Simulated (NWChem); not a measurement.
All runs are NWChem calculations. System: HFSi, charge 0, spin multiplicity 1, at a geometry optimised with PBE0/def2-SVP. The structure started from a generated list of species. Level: evGW0@PBE0/def2-TZVP, RI basis def2-tzvp-rifit, 6 cycles.

Input file:

```
start mol
memory heap 200 mb stack 700 mb global 1700 mb
geometry units angstroms nocenter noautoz
  Si    -0.456019     0.403674     0.000000
  H      0.553675     1.575429     0.000000
  F      0.647844    -0.802985     0.000000
  symmetry group Cs
end
basis spherical
  * library def2-tzvp
end
basis "ri basis" bse spherical
  * library def2-tzvp-rifit
end
dft
  xc pbe0
  iterations 100
  direct
  tolerances tight
end
task dft energy
gw
  evgw0 6
  states alpha occ -1 vir -1
end
task dft gw
```

Part of the output:

```
             Northwest Computational Chemistry Package (NWChem) 7.3.0
             --------------------------------------------------------

                                NWChem Input Module
                                -------------------

 Scaling coordinates for geometry "geometry" by  1.889725989
 (inverse scale =  0.529177249)

 Turning off AUTOSYM since
 SYMMETRY directive was detected!

                             Geometry "geometry" -> ""
                             -------------------------

 Output coordinates in angstroms (scale by  1.889725989 to convert to a.u.)

  No.       Tag          Charge          X              Y              Z
 ---- ---------------- ---------- -------------- -------------- --------------
    1 Si                  14.0000    -0.45601900     0.40367400     0.00000000
    2 H                    1.0000     0.55367500     1.57542900     0.00000000
    3 F                    9.0000     0.64784400    -0.80298500     0.00000000

 Effective nuclear repulsion energy (a.u.)      47.5611188159

            Nuclear Dipole moment (a.u.)
            ----------------------------
        X                 Y               Z
 ---------------- ---------------- ----------------
     0.0000094486    -0.0000000000     0.0000000000

      Symmetry information
      --------------------

 Group name             Cs
 Group number              2
 Group order               2
 No. of unique centers     3

      Symmetry unique atoms

     1    2    3


 Summary of "ao basis" -> "" (spherical)
 ------------------------------------------------------------------------------
       Tag                 Description            Shells   Functions and Types
 ---------------- ------------------------------  ------  ---------------------
 *                         def2-tzvp                  on all atoms

 new library libraries.bse/

 Summary of "ri basis" -> "" (spherical)
 ------------------------------------------------------------------------------
       Tag                 Description            Shells   Functions and Types
 ---------------- ------------------------------  ------  ---------------------
[...]
          Solving quasiparticle equations

                  Alpha Orbitals
          State     Energy (eV)     Error (eV)
          -----------------------------------
@GW         1      -1847.370           0.000
@GW         2       -692.358           0.000
@GW         3       -161.062           0.000
@GW         4       -108.962           0.000
@GW         5       -108.811           0.000
@GW         6       -108.508           0.000
@GW         7        -35.917           0.000
@GW         8        -18.060           0.000
@GW         9        -15.622           0.000
@GW        10        -15.387           0.000
@GW        11        -14.217           0.000
@GW        12         -9.590           0.000
@GW        13         -0.258           0.000
@GW        14          2.171           0.000
@GW        15          3.959           0.000
@GW        16          6.413           0.000
@GW        17          7.250           0.000
@GW        18          7.399           0.000
@GW        19          8.170           0.000
@GW        20          8.368           0.000
@GW        21          9.789           0.000
@GW        22          9.881           0.000
@GW        23         10.881           0.000
@GW        24         13.369           0.000
@GW        25         16.024           0.000
@GW        26         19.631           0.000
@GW        27         20.845           0.000
@GW        28         21.405           0.000
@GW        29         30.579           0.000
@GW        30         29.898           0.000
@GW        31         30.820           0.000
@GW        32         30.175           0.000
@GW        33         31.218           0.000
@GW        34         31.863           0.000
@GW        35         31.439           0.000
@GW        36         32.696           0.000
@GW        37         32.257           0.000
@GW        38         34.674           0.000
@GW        39         35.750           0.000
@GW        40         37.169           0.000
@GW        41         37.584           0.000
@GW        42         37.943           0.000
@GW        43         40.190           0.000
@GW        44         45.074           0.000
@GW        45         54.739           0.000
@GW        46         55.707           0.000
@GW        47         60.706           0.000
@GW        48         62.640           0.000
@GW        49         65.803           0.000
@GW        50         70.750           0.000
@GW        51         71.956           0.000
@GW        52         74.699           0.000
@GW        53         78.602           0.000
@GW        54         94.227           0.000
@GW        55         94.849           0.000
@GW        56        104.224           0.000
@GW        57        113.519           0.000
@GW        58        173.252           0.000
@GW        59        175.491           0.000
@GW        60        179.668           0.000
@GW        61        196.199           0.000
@GW        62        196.209           0.000
@GW        63        198.063           0.000
@GW        64        194.867           0.000
@GW        65        197.339           0.000
@GW        66        197.735           0.000
@GW        67        203.399           0.000
@GW        68        232.336           0.000
@GW        69        232.990           0.000
@GW        70        240.500           0.000
@GW        71        241.058           0.000
@GW        72        244.559           0.000
@GW        73        288.904           0.000
@GW        74       1573.364           0.000

     GW Timing Statistics
   ------------------------
   Init.   :          0.1s
     ERIs  :          0.3s
     Distr.:          0.0s
     Vxc   :          0.7s
   Sigma_x :          0.0s
   RPA     :          0.1s
   Wmn     :          0.5s
   Sigma_c :          0.6s
   GW total:          2.3s

 Task  times  cpu:        2.3s     wall:        2.3s

 Total times  cpu:        6.7s     wall:        6.7s
```
